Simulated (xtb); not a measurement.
C₄H₁₀S, charge -1, doublet, at the geometry of the source list (a state made from the parent by changing its charge; the spin is typed, not shown lowest). Base run: GFN2-xTB (xtb).

Input for xtb:
```
$ xtb mol.xyz --gfn 2 --chrg -1 --uhf 1 --json

# file mol.xyz
15

C      2.56440000    -0.11540000     0.11420000
C      1.11170000     0.17840000    -0.20530000
S      0.05090000    -0.28100000     1.21340000
C     -1.54800000     0.38980000     0.64800000
C     -2.16230000    -0.41070000    -0.48500000
H      2.88150000     0.44890000     0.98760000
H      3.19280000     0.15800000    -0.73070000
H      2.69680000    -1.17380000     0.32360000
H      0.95740000     1.24240000    -0.39360000
H      0.78340000    -0.39760000    -1.07100000
H     -1.38760000     1.43110000     0.36450000
H     -2.18300000     0.35660000     1.53280000
H     -2.26390000    -1.45350000    -0.19480000
H     -1.54650000    -0.35710000    -1.37980000
H     -3.14760000    -0.01590000    -0.72410000
```

The base run was repeated with changes; each row names its change, and settings that it needs were set with it.

| change | ΔE vs base (mEh) | G_solv (kcal/mol) | SCF cycles |
|---|---|---|---|
| base | 0.000 | - | 11 |
| gbsa = water | -84.663 | -54.01 | 12 |
| gbsa = thf | -68.186 | -43.42 | 12 |
| alpb = cs2 | -61.951 | -39.19 | 11 |
| alpb = dmso | -79.929 | -50.56 | 12 |
| etemp = 3000 | -1.145 | - | 11 |
| acc = 1000 | 0.027 | - | 5 |

ALPB and GBSA are two models with their own fitted parameters for each solvent, which aren't always the measured dielectric constant.
